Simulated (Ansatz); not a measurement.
The first iterations of a band of GaH4N + H4Si (11 atoms, charge 0, multiplicity 1).

Computed with RKS PBE0-D4/def2-SVP in Ansatz.

```json
{
 "movable images": "7",
 "climbing image": "yes",
 "spring": "5.0 eV/Å²",
 "optimiser": "quadratic models (default)",
 "start path": "through a guess of the saddle point",
 "force threshold": "0.05 eV/Å",
 "iteration limit": "49",
 "end points": "relaxed"
}
```

Initial state:

```xyz
11
Properties=species:S:1:pos:R:3
Ga 0.254 -0.127 0.554
N 0.004 -1.255 1.950
H -0.901 -1.580 2.265
H 0.749 -1.592 2.548
H 1.726 0.267 0.205
H -1.023 0.303 -0.246
Si -0.502 3.314 0.968
H -1.988 3.196 0.965
H -0.089 4.567 1.667
H 0.022 3.311 -0.428
H 0.080 2.146 1.710
```

Final state:

```xyz
11
Properties=species:S:1:pos:R:3
Ga 0.193 0.605 0.194
N -0.135 -0.218 2.171
H -0.838 -0.957 2.138
H 0.726 -0.626 2.535
H 1.729 0.252 0.053
H -0.842 -0.291 -0.600
Si -0.401 2.912 0.616
H -1.818 3.060 1.102
H 0.448 3.534 1.691
H -0.275 3.801 -0.586
H -0.454 0.478 2.846
```

| iteration | highest image above the first end (eV) | largest band force component (eV/Å) |
| --- | --- | --- |
| 1 | 3.203 | 5.786 |
| 2 | 1.686 | 2.838 |
| 3 | 1.321 | 3.575 |
| 4 | 1.163 | 2.171 |
| 5 | 0.783 | 2.004 |
| 6 | 0.778 | 1.781 |
| 7 | 1.175 | 0.916 |
| 8 | 1.441 | 1.877 |
| 9 | 1.190 | 1.277 |

Q: Does the band converge within its limit, and where does its top end?

A: The run converged. It ended after 28 iterations with the highest image 1.138 eV above the first end. A structure lower than the last end lies on the path between it and the top, so the climb from that side starts below the end, which may itself be a saddle point or a shallow side well. Neighbouring images differ by up to 1.6 eV, so the band resolves the path poorly. A vibrational analysis at the climbing image gives one clearly imaginary mode, 1346i cm⁻¹: a first-order saddle point. The orbitals stay closed-shell, which can raise the energy where a bond breaks towards radicals; this wasn't checked here.

Time of the run: 13 min on 2 threads of AMD EPYC 7R43 64-Core Processor (Zen 3), on a shared host, peak memory 0.26 GiB.
